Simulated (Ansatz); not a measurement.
Ideal-gas functions of Cl2F2SW, SMILES `[F][W]([F])(=[S])([Cl])[Cl]` at 500 K and 1 bar, from an Ansatz frequency run at PBE0-D4/def2-TZVP.

Molar mass 324.81 g/mol, point group Cs (symmetry number 1), electronic degeneracy 1, moments of inertia 388.047, 389.365, 476.145 u Å². Harmonic wavenumbers (cm⁻¹, unscaled): 91, 161, 178, 186, 202, 224, 313, 373, 411, 596, 648, 696.

Use S(trans) = R[1.5 ln M + 2.5 ln T − 1.1517]; rotational temperatures θ = 24.2544 K / I; S(rot) = R[ln(√π/σ · √(T³/θAθBθC)) + 1.5]; for each mode x = 1.438777 ν̃/T, S = R[x/(eˣ − 1) − ln(1 − e⁻ˣ)] and H = RT x/(eˣ − 1); 1 cm⁻¹ = 0.0119627 kJ/mol; R = 8.31446 J/(mol·K).

Question: By hand: the entropy, in J/(mol·K).

Answer: Translation 191.7. Rotation: θ = 0.0625, 0.0623, 0.0509 K, giving 130.2. Vibration, mode by mode: 19.48, 14.79, 13.97, 13.61, 12.94, 12.11, 9.46, 8.11, 7.39, 4.78, 4.24, 3.80, in all 124.7. Electronic 0.0. Sum 446.6 J/(mol·K).

Question: By hand: H − E and G − E in kJ/mol, counted from the electronic energy.

Answer: Zero-point energy ½ × 4079 × 0.0119627 = 24.4; thermal vibration 30.6; translation, rotation and pV give 4 RT = 16.6. H − E = 71.6 kJ/mol, and G − E = 71.6 − 500 × 446.6/1000 = -151.7 kJ/mol.

Vibration gives 28 % of the entropy, 19.5 J/(mol·K) of it from the mode under 150 cm⁻¹: soft modes count most, and the harmonic formula is weakest for them.
